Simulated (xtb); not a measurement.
xtb input (GFN2-xTB):

```bash
xtb mol.xyz --gfn 2 --ohess tight --chrg 1 --uhf 0
```
mol.xyz:
```
3

Cl    -1.53325482    -0.05468173     0.06323223
B     -0.02449829     0.02837872     0.02119522
Cl     1.60589564     0.08233442    -0.01098474
```

End of the output:

```
   ------------------------------------------------------------------------
    298.15    0.433684E-02    0.101024E-01    0.277175E-01   -0.176151E-01
   ------------------------------------------------------------------------

         :::::::::::::::::::::::::::::::::::::::::::::::::::::
         ::                  THERMODYNAMIC                  ::
         :::::::::::::::::::::::::::::::::::::::::::::::::::::
         :: total free energy          -9.911895506921 Eh   ::
         ::.................................................::
         :: total energy               -9.894280446616 Eh   ::
         :: zero point energy           0.005765554186 Eh   ::
         :: G(RRHO) w/o ZPVE           -0.023380614490 Eh   ::
         :: G(RRHO) contrib.           -0.017615060304 Eh   ::
         :::::::::::::::::::::::::::::::::::::::::::::::::::::

optimized geometry written to: xtbopt.xyz

           -------------------------------------------------
          | TOTAL ENERGY               -9.894280446616 Eh   |
          | TOTAL ENTHALPY             -9.884178051231 Eh   |
          | TOTAL FREE ENERGY          -9.911895506921 Eh   |
          | GRADIENT NORM               0.000055126276 Eh/α |
          | HOMO-LUMO GAP               5.469109072967 eV   |
           -------------------------------------------------

------------------------------------------------------------------------
------------------------------------------------------------------------
 total:
 SCF:
 ANC optimizer:
 analytical hessian:
```
